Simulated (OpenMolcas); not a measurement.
Cr3+ with 6 ligands (water) in octahedral coordination (Th). Ligand basis ANO-RCC-VDZP.

```
Program             : OpenMolcas
Method              : SS-CASPT2, IPEA 0.25 Eh, imaginary shift 0.1 Eh (closed shells correlated: 3s 3p and the ligand valence shells)
Basis               : ANO-RCC-VDZP [5s4p2d1f]
Scalar Hamiltonian  : DKH2, point nucleus
Active space        : 3 electrons in 5 orbitals (3d)
State averaging     : 2S+1 = 4 even, 10 roots; 2S+1 = 2 even, 40 roots
Spin-orbit coupling : RASSI with atomic mean-field integrals over the reference wave functions
```

All ligands move together. At R = 1.86 Å the first state of the same spin is 22740 cm-1, and at R = 2.03 Å it is 13930 cm-1.

**Question.** A third run gives 16280 cm-1. What distance was it run at?

**Answer.** With a power law R^-n the two known points give n = -ln(13930 / 22740) / ln(2.03 / 1.86) = 5.60. Then R = 1.86 × (22740 / 16280)^(1/5.60) = 1.974 Å. The run was at 1.98 Å, so the estimate is off by -0.006 Å.

Roots that are degenerate in the reference are averaged as groups; the widest CASPT2 spread within a group is 1200 cm-1 (the 3-fold group of multiplicity 2 near 85600 cm-1 above the lowest state of its run, R = 1.86). Shifts and gaps below about the spread of the groups concerned are not significant. Over all roots computed the reference weight is 0.70 to 0.71 in R = 1.86, 0.70 to 0.71 in R = 1.98, 0.70 to 0.71 in R = 2.03; a low but even weight reflects the number of correlated electrons. Ligand-to-metal charge-transfer states are missing. With no ligand orbital active B as a rule stays too high, so bands that hang on it stand too high and its fall with covalency is understated. With one d shell and no ligand orbital active, 10Dq can be off by a tenth or more. No measured value stands beside these numbers; the geometry was imposed, not optimised, and the real ion may take another.
